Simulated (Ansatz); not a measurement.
Cartesian coordinates in Å:
```
F 1.7930 0.0505 0.4101
W 0.0039 0.0449 -0.0111
F -1.7759 0.1469 -0.4587
F -0.1662 1.6601 0.8669
F 0.3995 1.0198 -1.5282
Cl 0.2384 -1.8748 -1.1872
Cl -0.4929 -1.0473 1.9082
```

Charge 0, multiplicity 1. W: def2 effective core potential.

(1) List the B3LYP/def2-TZVPP orbital energies in eV (Ansatz). (An estimate is asked.)

## Answers

(1) The calculation gave: Occupied: -2763.68, -2763.68, -672.94, -672.94, -672.79, -672.79, -258.44, -258.44, -197.40, -197.40, -197.35, -197.35, -197.34, -197.34, -86.90, -50.07, -49.86, -49.84, -33.63, -32.98, -32.91, -32.58, -23.52, -23.32, -15.84, -15.09, -14.93, -14.88, -14.55, -14.44, -13.18, -13.16, -13.12, -12.47, -12.44, -12.32, -11.55, -11.26, -10.80, -10.33, -10.09, -9.69. Lowest empty: -5.15, -4.77, -4.76, -0.80, 0.21, 0.53, 2.66, 2.67.

B3LYP here is the variant with VWN-RPA as its local correlation; programs differ in this.
